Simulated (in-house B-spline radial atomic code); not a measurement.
Configurations of neutral palladium, with energies counted from [Kr] 4d10. Level of theory: non-relativistic SCAN, spin-polarised, spherical fractional occupations, point nucleus; calculated with a B-spline radial code for spherical atoms. Shells without spins written out take the highest spin.

Occupations are held fixed; configurations that lie above the ionisation limit could autoionise.

```tsv
configuration	E - E(ref) (eV)	highest orbital	its <r> (bohr)
[Kr] 4d9 5d1	7.595	5d up	10.65
[Kr] 4d9 5f1	8.5063	5f up	30.62
[Ar] 3d10 4s2 4p5 4d10 5s1	49.173	5s up	3.265
[Ar] 3d10 4s2 4p(3 up, 2 down) 4d10 5f(1 up, 0 down)	55.892	5f up	30.64
[Ar] 3d9 4s2 4p6 4d10 4f1	347.42	4f up	17.96
[Ar] 3d(4 up, 5 down) 4s2 4p6 4d10 5f(0 up, 1 down)	347.7	5f down	30.67
```

(1) Order these further configurations by energy, lowest first.
A. [Ar] 3d9 4s2 4p6 4d10 5d1
B. [Kr] 4d(5 up, 4 down) 4f(1 up, 0 down)
C. [Kr] 4d9 5p1
D. [Ar] 3d9 4s2 4p6 4d10 5p1
E. [Ar] 3d(4 up, 5 down) 4s2 4p6 4d10 5s(0 up, 1 down)

(2) How far above the reference does [Ar] 3d10 4s2 4p5 4d10 5d1 lie?

Results:

(1) C (5.3467 eV), B (8.2224 eV), E (341.13 eV), D (344.62 eV), A (346.79 eV).

(2) 54.981 eV; its least bound orbital is 5d up with <r> = 10.64 bohr.
